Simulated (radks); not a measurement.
The samarium ion Sm58+, configuration [He] 2s2 (the NIST ground configuration).

Calculated with a radial shooting solver on a logarithmic mesh with Libxc functionals: scalar-relativistic Kohn-Sham, PBE, spin-polarised, spherical densities, finite nucleus; Fermi nuclear charge, rms radius 5.0819 fm.

Energy parts (eV):
total: -135721.93
kinetic: 151156.43
electron-nucleus: -289701.81
Hartree: 4309.29
exchange-correlation: -1485.84

Orbitals (lengths in bohr, moments of r in powers of bohr; <r^-3> diverges for s and p1/2; r(90%) holds 90 % of the orbital's charge):
| orbital | occ. | eigenvalue (eV) | <r^-3> | r(90%) |
|---|---|---|---|---|
| 1s | 2 | -52990.98 | - | 0.0409 |
| 2s | 2 | -12918.29 | - | 0.142 |

The highest occupied level is 2s at -12918.3 eV. The density falls to 0.001 e/bohr^3 at r = 0.34 bohr. Summed over all electrons, <r^2> = 0.02140 bohr^2, which gives a Langevin (diamagnetic) susceptibility term of -0.0169 x 10^-6 cm^3/mol. The electron density at the nucleus is 5.505e+05 e/bohr^3 (large components only). For comparison, the ionisation energy in NIST's Atomic Spectra Database is 12992 eV (theoretical). In exact Kohn-Sham theory the highest level is minus the ionisation energy, but local and semilocal functionals leave it too shallow, through self-interaction and a potential that decays too fast; potentials with the right tail come closer.
